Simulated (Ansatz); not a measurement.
Abridged output of a molecular run in Ansatz:

```
Functional definition: HF
1580 factors; integrals over basis functions are off by at most 1.1e-3 eV
mean field evaluation 1: about -13712.9803 eV, gradient 4.0e1 eV
mean field evaluation 2: about -13713.2366 eV, gradient 4.0e1 eV
mean field evaluation 4: about -13716.8324 eV, gradient 4.7e0 eV
mean field evaluation 8: about -13716.9279 eV, gradient 5.9e-1 eV
mean field -13716.93071627 eV, -504.0879061533 hartree, gradient 7.6e-6 eV, S^2 0.000000; 0 other end points of the search recorded, 0 dependent functions left out
8 core orbitals not correlated: weight in the atoms' cores, before any rotation towards them, 1.000 or more for the frozen orbitals, at most 0.000 for the correlated occupied ones
reference -13716.93071627 eV, -504.0879061533 hartree; 20, 20 occupied and 202, 202 virtual orbitals, 1580 factors
second order -34.47527706 eV of doubles, -0.00000000 eV of singles
cycle   1  -33.10000282 eV  change     1.4e0 eV  update   1.3e-1
cycle   2  -33.95989849 eV  change   -8.6e-1 eV  update   3.9e-2
cycle   3  -34.12852649 eV  change   -1.7e-1 eV  update   1.8e-2
cycle   4  -34.09912120 eV  change    2.9e-2 eV  update   4.6e-3
cycle   5  -34.09823485 eV  change    8.9e-4 eV  update   2.2e-3
cycle   6  -34.10025807 eV  change   -2.0e-3 eV  update   6.6e-4
cycle   7  -34.09985974 eV  change    4.0e-4 eV  update   3.1e-4
cycle   8  -34.09958424 eV  change    2.8e-4 eV  update   1.1e-4
cycle   9  -34.09965418 eV  change   -7.0e-5 eV  update   4.9e-5
cycle  10  -34.09964496 eV  change    9.2e-6 eV  update   1.7e-5
perturbative correction -1.26044949 eV, -0.0463206642 hartree
Total energy: -13752.29081071 eV, -505.3873656562 hartree
```

Its atoms:

Cartesian coordinates in Å:
```
C -0.8309 0.0350 -0.8769
O -0.4511 0.7015 0.3195
C 0.6262 0.2182 0.9464
N 1.3830 -0.7369 0.6688
I 0.9787 1.3649 2.6719
H -1.7118 0.5591 -1.2392
H -1.0814 -1.0108 -0.6785
H -0.0356 0.0925 -1.6252
H 1.1228 -1.2236 -0.1868
```

Task: Which basis set was used?
A. def2-SVP
B. def2-TZVPP
C. def2-QZVPP
D. def2-SVPD

Result: B. It gives 230 functions.

Task: Write the keys of the input that set method, charge and spin (a neutral closed shell needs none for the last two).

Result: 
```yaml
correlation: {method: ccsd_t}
```
